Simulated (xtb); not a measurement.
C7H15S (SMILES C[C](C)SC(C)(C)C), doublet, geometry from GFN2-xTB. Base run: GFN2-xTB (xtb).

The xtb input:
```
$ xtb mol.xyz --gfn 2 --uhf 1 --json

# file mol.xyz
23

C      2.53931107     1.23454430    -0.36407275
C      1.58833213     0.14022730    -0.03151812
C      1.99857434    -1.26684443    -0.29454751
S      0.19736028     0.53680713     0.88264592
C     -1.31331415    -0.14833590    -0.04348136
C     -1.19778917     0.26936125    -1.49895296
C     -1.40670294    -1.65735711     0.10896702
C     -2.49076052     0.53498104     0.63736467
H      2.11068103     2.20261739    -0.11921912
H      2.78066924     1.21537122    -1.43071290
H      3.48301943     1.12487421     0.17881211
H      3.08135614    -1.36291779    -0.19711890
H      1.74079591    -1.58560538    -1.31077506
H      1.52427942    -1.95145380     0.40525969
H     -2.06983731    -0.07389127    -2.05410738
H     -1.13801334     1.35256992    -1.58042535
H     -0.30718246    -0.15828216    -1.95442703
H     -1.32576456    -1.94058082     1.15635471
H     -2.36901801    -2.00439566    -0.26661464
H     -0.62387297    -2.15932212    -0.45245735
H     -3.42372128     0.23445199     0.16315982
H     -2.53043025     0.26199482     1.68942820
H     -2.39662999     1.61619635     0.56795422
```

The base run was repeated with changes; each row names its change, and settings that it needs were set with it.

```json
[
 {"change": "base", "ΔE vs base (mEh)": "0.000", "dipole (D)": "2.16", "SCF cycles": "11"},
 {"change": "etemp = 3000", "ΔE vs base (mEh)": "-0.490", "dipole (D)": "2.14", "SCF cycles": "11"},
 {"change": "alpb = toluene", "ΔE vs base (mEh)": "-12.062", "dipole (D)": "2.27", "SCF cycles": "11"},
 {"change": "acc = 30", "ΔE vs base (mEh)": "0.000", "dipole (D)": "2.16", "SCF cycles": "9"},
 {"change": "etemp = 10000", "ΔE vs base (mEh)": "-35.154", "dipole (D)": "2.43", "SCF cycles": "11"}
]
```

ALPB and GBSA are two models with their own fitted parameters for each solvent, which aren't always the measured dielectric constant.
